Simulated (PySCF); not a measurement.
Geometry:
```tsv
atom	x (Å)	y (Å)	z (Å)
C1	-2.232	-0.298	0.408
O2	-0.833	-0.346	0.474
Si3	0.185	0.438	-0.590
Si4	2.322	-0.136	0.170
F5	3.420	0.590	-0.798
H6	-2.646	-0.901	1.230
H7	-2.614	-0.710	-0.545
H8	-2.615	0.734	0.513
H9	-0.039	1.920	-0.563
H10	-0.049	-0.020	-1.999
H11	2.549	-1.610	0.108
H12	2.552	0.337	1.567
```

Geometry: PBE0-D3(BJ)/def2-SVP; GIAO shifts from PySCF 2.14.0 with density-fitted response routines, gas phase, non-relativistic, averaged over equivalent atoms.

At PBE0/cc-pVDZ (113 basis functions, 17 s wall time on 1 thread of an Arm Neoverse N1, shared host):
```csv
atoms,δ (ppm)
C1,53.6
O2,-10.6
Si4,7.2
Si3,-18.6
F5,-236.0
H11/H12,5.44
H9/H10,5.04
H6/H7/H8,3.40
```

Referencing at the same level of theory: 13C (196.75 ppm) and 29Si (418.61 ppm) and 1H (31.29 ppm) against TMS; 17O (343.34 ppm) against H2O; 19F (200.93 ppm) against CFCl3.

Question: Estimate the result of repeating the calculation with PBE0/cc-pVTZ.

Answer: 
```
   atoms  δ at PBE0/cc-pVTZ  change
      C1               55.5    +1.9
      O2              -11.9    -1.3
     Si4               -4.1   -11.3
     Si3              -25.7    -7.1
      F5             -241.9    -5.9
 H11/H12               5.53   +0.09
  H9/H10               5.22   +0.18
H6/H7/H8               3.45   +0.05
```

Chemical shifts δ = σref − σ; 13C (σref 187.29), 29Si (σref 360.00), 1H (σref 31.29) vs TMS; H2O for 17O (σref 334.84); 19F (σref 182.60) against CFCl3, all at this level.

The largest change is at Si4 (silicon bonded to F, Si, 2 H). Cost: 256 basis functions, 50 s wall time on 1 thread of an Arm Neoverse N1, shared host.

Unscaled 19F shifts against computed CFCl3 carry errors that often reach 10 to 50 ppm. Experimental scales use liquid or dissolved standards, which lie at an offset from isolated H2O (liquid H2O: subtract about 36 ppm).
